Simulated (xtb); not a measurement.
Cl₄H₃HfN, SMILES [NH3]->[Hf]([Cl])([Cl])([Cl])[Cl], multiplicity 1. All values are semi-empirical tight-binding results from xtb (GFN2-xTB unless named), good for trends rather than for accurate numbers. The structure is a stationary point at GFN2-xTB. The multiplicity is an assumed one; other spin states were not compared.

Optimised geometry:

Bonded distances (Å): Hf1–Cl2 2.332, Hf1–Cl3 2.271, Hf1–Cl4 2.270, Hf1–Cl5 2.328, Hf1–N6 2.442, N6–H7 1.023, N6–H8 1.024, N6–H9 1.023. Bond angles (°): Cl2–Hf1–Cl3 96.2, Cl2–Hf1–Cl4 96.2, Cl2–Hf1–Cl5 159.8, Cl2–Hf1–N6 79.7, Cl3–Hf1–Cl4 104.2, Cl3–Hf1–Cl5 96.1, Cl3–Hf1–N6 128.0, Cl4–Hf1–Cl5 96.2, Cl4–Hf1–N6 127.8, Cl5–Hf1–N6 80.1, Hf1–N6–H7 111.4, Hf1–N6–H8 110.8, Hf1–N6–H9 111.7, H7–N6–H8 107.6, H7–N6–H9 106.7, H8–N6–H9 108.5.

The geometry has at least one imaginary mode, so it is a saddle point at that level.

For metal compounds this method's bond lengths and energies can be far off.

Computed properties:
| Property | Value |
|---|---|
| orbital gap | 2.85 eV |

Computed atomic charges and the Wiberg bond orders between heavy atoms:
charges (e) Hf1 1.08, Cl2 -0.40, Cl3 -0.31, Cl4 -0.31, Cl5 -0.39, N6 -0.37, H7 0.23, H8 0.24, H9 0.23. Bond orders Hf1–Cl2 0.81, Hf1–Cl3 0.95, Hf1–Cl4 0.96, Hf1–Cl5 0.82, Hf1–N6 0.37.
